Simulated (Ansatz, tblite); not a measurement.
Forces on Zr2Se4⁺ at its r2SCAN-D4/def2-SVP geometry. The state is a doublet with charge 1.

In the def2 sets Zr takes a core potential; there is no spin–orbit coupling. The xTB rows come from tblite. Another isomer (doublet) lies 0.19 eV lower at PBE0-D4/def2-TZVP; other spin states weren't run for this one.

GFN1-xTB (tblite), largest force 1.33 eV/Å:

```xyz
6
positions Å, forces eV/Å
Zr    1.494   -0.065   -1.143   -1.055    0.661    0.467
Zr   -1.357    1.249    0.378    1.093   -0.330   -0.680
Se    1.714   -2.190   -0.139    0.371   -0.679    0.084
Se    1.126    1.467    0.843   -0.070    0.241   -0.341
Se   -0.955    0.006   -1.795    0.144    0.392   -0.068
Se   -2.023   -0.467    1.855   -0.483   -0.285    0.539
```

GFN2-xTB (tblite), largest force 1.93 eV/Å:

```
Zr 0.720 1.265 -1.268
Zr -0.367 1.765 -0.689
Se 0.143 -1.637 0.794
Se 0.626 0.417 0.812
Se -0.632 -0.465 -0.781
Se -0.490 -1.345 1.132
```

PBE-D4/def2-TZVP (Ansatz), largest force 0.15 eV/Å:

```
Zr 0.054 0.101 -0.098
Zr -0.026 0.137 -0.056
Se -0.032 -0.078 0.068
Se 0.041 0.000 0.077
Se -0.049 -0.063 -0.036
Se 0.012 -0.098 0.045
```
